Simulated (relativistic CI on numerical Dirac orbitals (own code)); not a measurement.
Forbidden lines of Gd XLIV

Computed by Dirac-Coulomb-Breit CI, orbitals from a KLI potential per configuration, model QED (radiative potential, 1s self-energy scaled to tabulated hydrogen-like ionisation energies), unscaled Slater integrals (own radial code, finite nucleus).

Configuration list (outside the closed core [Ne]): 3s²3p⁶3d³, 3s²3p⁵3d⁴, 3s3p⁶3d⁴, 3s²3p⁶3d²4s, 3s²3p⁶3d²4p, 3s²3p⁶3d²4d, 3s²3p⁵3d³4s, 3s²3p⁶3d²4f, 3s²3p⁵3d³4p, 3s3p⁶3d³4s, 3p⁶3d⁴4p, 3s3p⁶3d³4p, 3s²3p⁶3d4s4p, 3s²3p⁶3d²5s, 3s3p⁶3d³4d, 3s²3p⁶3d²5p, 3s²3p⁶3d4p4d, 3s²3p⁶3d²5f, 3s3p⁶3d²4s4p, 3p⁶3d⁵, 3p⁵3d⁶, 3p⁵3d⁵4s, 3p⁶3d⁴4s, 3p⁵3d⁴4s², 3s²3p⁶3d4s², 3s²3p⁶4s²4p, 3s²3p⁶4s²4d, 3s²3p⁶3d4p², 3s²3p⁶4s4p², 3s²3p⁶4p³, 3s²3p⁶4p²4d, 3s²3p⁵3d4s4p². Double excitations out of closed p, d and f shells are left out; levels of such configurations are missing from the list, as are those of other unlisted configurations, and high levels can miss mixing partners. These lack a partner that the ground configuration has and come out too high: 3s²3p⁵3d³4p.

```csv
λ vac (nm),Lower,Upper,Type,A (s⁻¹),log gf
0.88731,3s²3p⁶3d³ ⁴F3/2 [1],3s²3p⁶3d²4s ⁴P1/2 [302],E2,3.48e+09,-4.09
0.89630,3s²3p⁶3d³ ⁴F5/2 [2],3s²3p⁶3d²4s ⁴F7/2 [303],E2,2.62e+09,-3.60
0.89905,3s²3p⁶3d³ ⁴F3/2 [1],3s²3p⁶3d²4s ⁴F5/2 [299],E2,4.03e+09,-3.53
0.90002,3s²3p⁶3d³ ⁴F3/2 [1],3s²3p⁶3d²4s ⁴F3/2 [298],E2,1.97e+09,-4.02
0.90027,3s²3p⁶3d³ ⁴P3/2 [3],3s²3p⁶3d²4s ⁴F7/2 [303],E2,1.07e+09,-3.98
0.90152,3s²3p⁶3d³ ²G9/2 [5],3s²3p⁶3d²4s ⁴F5/2 [304],E2,2.12e+09,-3.81
0.90162,3s²3p⁶3d³ ²G7/2 [4],3s²3p⁶3d²4s ⁴F7/2 [303],E2,9.99e+08,-4.01
0.90214,3s²3p⁶3d³ ²G9/2 [5],3s²3p⁶3d²4s ⁴F7/2 [303],E2,9.73e+08,-4.02
0.90650,3s²3p⁶3d³ ⁴F5/2 [2],3s²3p⁶3d²4s ⁴P1/2 [302],E2,1.31e+09,-4.49
0.91499,3s²3p⁶3d³ ⁴P5/2 [7],3s²3p⁶3d²4s ⁴F7/2 [303],E2,3.73e+08,-4.43
0.91877,3s²3p⁶3d³ ⁴F5/2 [2],3s²3p⁶3d²4s ⁴F5/2 [299],E2,1.08e+09,-4.09
0.91977,3s²3p⁶3d³ ⁴F5/2 [2],3s²3p⁶3d²4s ⁴F3/2 [298],E2,3.00e+09,-3.82
0.92082,3s²3p⁶3d³ ⁴F7/2 [8],3s²3p⁶3d²4s ⁴F5/2 [304],E2,4.37e+09,-3.48
0.92147,3s²3p⁶3d³ ⁴F7/2 [8],3s²3p⁶3d²4s ⁴F7/2 [303],E2,1.68e+09,-3.77
0.92294,3s²3p⁶3d³ ⁴P3/2 [3],3s²3p⁶3d²4s ⁴F5/2 [299],E2,6.34e+08,-4.31
0.92311,3s²3p⁶3d³ ⁴F9/2 [9],3s²3p⁶3d²4s ⁴F5/2 [304],E2,1.45e+09,-3.96
0.92377,3s²3p⁶3d³ ⁴F9/2 [9],3s²3p⁶3d²4s ⁴F7/2 [303],E2,1.99e+09,-3.69
0.92396,3s²3p⁶3d³ ⁴P3/2 [3],3s²3p⁶3d²4s ⁴F3/2 [298],E2,2.26e+09,-3.94
0.92436,3s²3p⁶3d³ ²G7/2 [4],3s²3p⁶3d²4s ⁴F5/2 [299],E2,2.90e+09,-3.65
0.92491,3s²3p⁶3d³ ²G9/2 [5],3s²3p⁶3d²4s ⁴F5/2 [299],E2,4.74e+09,-3.44
0.92538,3s²3p⁶3d³ ²G7/2 [4],3s²3p⁶3d²4s ⁴F3/2 [298],E2,1.64e+09,-4.08
0.92563,3s²3p⁶3d³ ⁴P5/2 [7],3s²3p⁶3d²4s ⁴P1/2 [302],E2,7.26e+09,-3.73
0.92639,3s²3p⁶3d³ ⁴P3/2 [10],3s²3p⁶3d²4s ⁴F5/2 [304],E2,2.64e+09,-3.69
0.92699,3s²3p⁶3d³ ⁴P1/2 [6],3s²3p⁶3d²4s ⁴F3/2 [298],E2,1.42e+09,-4.14
0.92966,3s²3p⁶3d³ ²H11/2 [12],3s²3p⁶3d²4s ⁴F7/2 [303],E2,1.24e+09,-3.89
0.94174,3s²3p⁶3d³ ²D5/2 [13],3s²3p⁶3d²4s ⁴P1/2 [302],E2,5.71e+08,-4.82
1.9520,3s3p⁶3d⁴ ²F7/2 [259],3p⁶3d⁵ ²D5/2 [301],E2,5.61e+08,-3.72
1.9619,3s3p⁶3d⁴ ²H11/2 [245],3p⁶3d⁵ ²H11/2 [290],E2,3.59e+08,-3.60
1.9634,3s3p⁶3d⁴ ²I11/2 [224],3p⁶3d⁵ ²I13/2 [277],E2,1.79e+08,-3.84
2.0412,3s3p⁶3d⁴ ⁴H13/2 [215],3p⁶3d⁵ ²H11/2 [266],E2,1.78e+08,-3.87
```

Terms are leading LS components. Brackets give the number of a level in order of energy, since labels repeat. The list gives strong lines, with weight on those to low levels, among the lowest 400 of 3779 levels, so that lines to higher ones, which can be the strongest, are missing. Levels whose partners in the same complex of configurations lie outside the list can be far off, and so can their lines. Rates are taken at the computed energies, electric ones in the length gauge.

At this charge energies of transitions that change n are usually good to better than 1 %, and those within a shell (Δn = 0) to a few per cent.

LS names give the leading component of a level, which can be under half, so a name can repeat, a term be missing and a line seem to break the LS rules.
